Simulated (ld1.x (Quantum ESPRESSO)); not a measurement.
Tm (Z = 69): excitation energies, all-electron against PAW

```
Element                 : Tm (Z = 69)
Generator               : ld1.x (Quantum ESPRESSO) 7.5
Type                    : PAW
Functional              : PBEsol
Relativity              : scalar-relativistic
Frozen core             : [Kr] 4d10 4f12
Valence charge          : 11
Reference configuration : 5s2 5p6 5d1 6s1 6p0 (charge +1)
Partial waves           : 5s (bound): rcut 1.60, rcutus 2.25 bohr; 6s (bound): rcut 1.60, rcutus 2.25 bohr; 5p (bound): rcut 2.50, rcutus 2.65 bohr; 6p (bound, empty): rcut 2.50, rcutus 2.65 bohr; 5d (bound): rcut 3.10, rcutus 3.50 bohr; 5d channel at -0.2 Ry: rcut 3.10, rcutus 3.50 bohr
Local potential         : all-electron potential smoothed inside 2.75 bohr (lloc = -1)
Core correction         : Bessel-smoothed model core inside 1.50 bohr
Augmentation charge     : BESSEL, radius 1.45 bohr
```

Energies are relative to the spin-unpolarised reference configuration 5s2 5p6 5d1 6s1 6p0; without spin polarisation the order of configurations can differ from experiment. Not all tests gave a result: test run stopped at test 7 of 7 (negative rho), 2 before it not solved. Left out of the table: 5s2 5p6 5d1 6s0 6p0 (solver errors, printed error -661 eV); 5s2 5p6 5d0 6s0 6p0 (solver errors, printed error -562 eV).

| valence configuration | charge | ΔE all-electron (eV) | error AE − PS (meV) |
| --- | --- | --- | --- |
| 5s2 5p6 5d1 6s2 6p0 | 0 | -7.174 | +0.7 |
| 5s2 5p6 5d1 6s1 6p1 | 0 | -3.893 | +6.9 |
| 5s2 5p6 5d1.5 6s1.5 6p0 | 0 | -5.881 | -1.1 |

Problem. What are ΔE and the potential's error for 5s2 5p6 5d2 6s1 6p0?

Solution. ΔE = -4.531 eV all-electron; the error (AE − PS) is -3.1 meV.
